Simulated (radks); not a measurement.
Polarisability of the scandium ion Sc8+, [Ne] 3s2 3p1, at imaginary frequency. All-electron calculation, non-relativistic Kohn-Sham, LB94 model potential, spin-polarised, spherical densities, point nucleus; open shells are filled with parallel spins first. Program: a radial shooting solver on a logarithmic mesh with Libxc functionals. Response by self-consistent Sternheimer equations with the Hartree and adiabatic LDA kernel.

w (hartree)  alpha1(iw) (bohr^3)
0.00266                   0.9590
0.0143                    0.9589
0.0360                    0.9581
0.0697                    0.9556
0.118                     0.9493
0.186                     0.9354
0.280                     0.9073
0.413                     0.8544
0.605                     0.7630
0.892                     0.6238
1.35                      0.4468
2.12                      0.2705
3.59                      0.1370
6.94                     0.05761
17.5                     0.01775

Static values: alpha1 = 0.9590 bohr^3 (0.1421 angstrom^3; uncoupled 1.611). C6 = 0.8948, triple-dipole C9 = 0.6133 atomic units. One-pole (London) frequency 4 C6 / (3 alpha1^2) = 1.297 hartree, against 6.599 for minus the highest occupied eigenvalue.
